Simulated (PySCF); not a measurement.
# How the method changes the constants of WN

State: ⁴Σ⁻ (quartet), unpaired electrons σ ↑, δ ↑↑. Set-up: basis W def2-TZVPPD with ECP60, N def2-TZVPPD; scalar-relativistic core potentials; PySCF 2.14. De refers to W (5d4 6s2) + N in their high-spin ground configurations, without counterpoise correction. The functionals are run spin-unrestricted. A positive dipole means W(−)N(+). Levels whose curve was spin-contaminated or gave no clean fit are not listed.

```tsv
Level	Re (Å)	ωe (cm⁻¹)	De (eV)	μ (D)	CPU s a point (SCF and correlation, without the integrals)
ROHF	1.618	1242	n/a	-5.11	1.2
ROHF-MP2	1.703	974	n/a	n/a	2.5
ROHF-SCS-MP2	1.695	997	n/a	n/a	n/a
ROHF-CCSD	1.658	1118	n/a	n/a	n/a
ROHF-CCSD(T)	1.677	1060	n/a	n/a	180
PBE	1.670	1082	n/a	-3.92	1.7
PBEsol	1.663	1099	n/a	-3.87	1.1
BLYP	1.680	1059	n/a	-3.97	1.1
r²SCAN	1.664	1085	n/a	-4.13	2.7
B3LYP	1.661	1104	n/a	-4.21	3
PBE0	1.651	1118	n/a	-4.20	3.3
B97-3	1.651	1129	n/a	-4.30	4.4
LC-ωPBE	1.633	1171	n/a	-4.52	2.9
```

What does a quarter of exact exchange do here, going from PBE to PBE0?

PBE0 less PBE: -1.9 pm in Re, +3.3 % in ωe. Exact exchange removes part of the self-interaction that spreads semilocal densities, and in most molecules shortens and stiffens the bond and lowers De; so it does here.

What does the three-parameter hybrid form, with a fifth of exact exchange, do here, going from BLYP to B3LYP?

B3LYP less BLYP: -1.9 pm in Re, +4.2 % in ωe. Exact exchange removes part of the self-interaction that spreads semilocal densities, and in most molecules shortens and stiffens the bond and lowers De; so it does here.

What does second-order correlation do here, going from ROHF to ROHF-MP2?

ROHF-MP2 less ROHF: +8.5 pm in Re, -21.6 % in ωe. Correlation nearly always deepens the well. The bond lengthens, as in strong covalent bonds, where excitations into antibonding orbitals dominate.

Correlated steps freeze 1 core orbital. De is left out where the level can put another filling of the metal’s s and d shells below the measured ground configuration, by anything from nothing to about 1 eV. These are scalar-relativistic numbers at best; spin–orbit coupling would shift them, the dissociation energy most. UHF is strongly spin-contaminated for WN, so the ROHF reference used there is far from stable. With d or f electrons several states lie close, and the lowest PBE0 determinant need not be the measured ground state.

The whole job (state search and all levels along the bond) took about 18 min on 2 threads of Arm Neoverse V2 (shared host), peak memory 4.3 GiB.
